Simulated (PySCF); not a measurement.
C3H3F4, SMILES FC(F)(C[CH]F)F, multiplicity 2. Atoms are numbered in the order given.

```xyz
10

F      2.1410    -0.6848    -0.8285
C      1.7619    -0.0386     0.2789
C      0.4503    -0.4288     0.8524
C     -0.7580     0.1405     0.1148
F     -0.7947    -0.2661    -1.1620
F     -1.9034    -0.2451     0.7009
F     -0.7360     1.4853     0.1120
H      2.1879     0.9645     0.3776
H      0.3443    -1.5258     0.8496
H      0.3809    -0.0801     1.8944
```
Charge 0, spin multiplicity 2.

Coordinates come from a B3LYP-D3(BJ)/def2-SVP optimisation. The isomer is the one that the SMILES or the coordinates give; other isomers of the formula were not compared. The values are those of a single conformer.

Level of theory: PBE/pcH-1 run with PySCF.

Unrestricted Kohn–Sham, ⟨S²⟩ = 0.753. Hyperfine tensors hold the contact and dipolar terms, without spin-orbit corrections.

### Question
Estimate the hyperfine couplings. (The exact figures need the calculation; the answer reports its results.)

### Answer

```csv
nucleus,A(iso) (MHz),A(iso) (G),dipolar principal values (MHz)
19F no. 1,112.3,40.1,"-297.7, -264.2, 561.9"
13C no. 2,166.3,59.3,"-80.0, -78.7, 158.6"
13C no. 3,-18.0,-6.4,"-2.3, -1.3, 3.6"
13C no. 4,96.0,34.2,"-6.4, -5.7, 12.2"
19F no. 5,0.1,0.0,"-7.8, -4.0, 11.8"
19F no. 6,20.2,7.2,"-18.8, -18.4, 37.2"
19F no. 7,0.7,0.2,"-6.4, -1.7, 8.1"
1H no. 8,-40.8,-14.5,"-34.4, -2.7, 37.2"
1H no. 9,37.0,13.2,"-5.3, -4.6, 9.9"
1H no. 10,21.7,7.7,"-5.8, -4.4, 10.2"
```
